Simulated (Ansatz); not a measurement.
Reaction (redistribution): `[F][GeH2][O]C(F)(F)F` + `C[SiH3]` → `[F][GeH3]` + `C[SiH2]OC(F)(F)F`

Calculated with Ansatz (gas phase, PBE0-D4/def2-TZVP geometries, no zero-point term in ΔE). CCSD(T)/CBS is the MP2 limit (def2-TZVPP, def2-QZVPP) plus CCSD(T) − MP2 in def2-TZVPP, frozen cores. This one scheme is used for every species. Functionals use def2-TZVPP. For Ge outer-core shells are correlated without core-valence functions, which leaves a few kJ/mol of doubt a bond. Scalar relativity is left out up to krypton. One conformer a species, not always the lowest.

| level | ΔE (kJ/mol) |
| --- | --- |
| PBE0-D4 | -51.3 |
| MP2/CBS(def2) | -54.2 |

Q: What does CCSD(T)/CBS give? (Estimate.)

A: Computed: -52.9 kJ/mol. The listed levels differ from it by 1.6, -1.3 kJ/mol.

Largest T1 diagnostic among the species: 0.012.

In def2-TZVPP, CCSD(T) changes the Hartree–Fock value by +4.9 kJ/mol (the triples alone add +1.4 kJ/mol) and MP2 by +3.6 kJ/mol. From PBE to PBE0 (25 % exact exchange), in def2-TZVPP and without D4, ΔE moves by −3.1 kJ/mol.
